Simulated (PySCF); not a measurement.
How methods differ on the excitation energy of Ga⁺

Ga⁺ [Ar] 3d10 4s2 (1S) → Ga⁺ [Ar] 3d10 4s1 5s1 (3S), as a difference of total energies. Calculation: PySCF 2.14, in aug-cc-pVTZ-PP with ECP10MDF; a scalar-relativistic core potential. Correlated levels: valence: 3s2 3p6 3d10 frozen. The calculations carry no spin-orbit coupling.

```csv
method,excitation energy (eV)
UHF,11.283
MP2 (valence),11.923
SCS-MP2 (valence),12.124
CCSD (valence),12.142
```

Problem. How much does correlation contribute at MP2 (valence)?

Solution. 11.923 − (11.283) = 0.640 eV, measured against UHF.

Errors of the correlated levels include the incompleteness of this basis and the frozen core.

With two correlated electrons CCSD is exact in that space.

For comparison: 12.764 eV (measured; NIST levels).
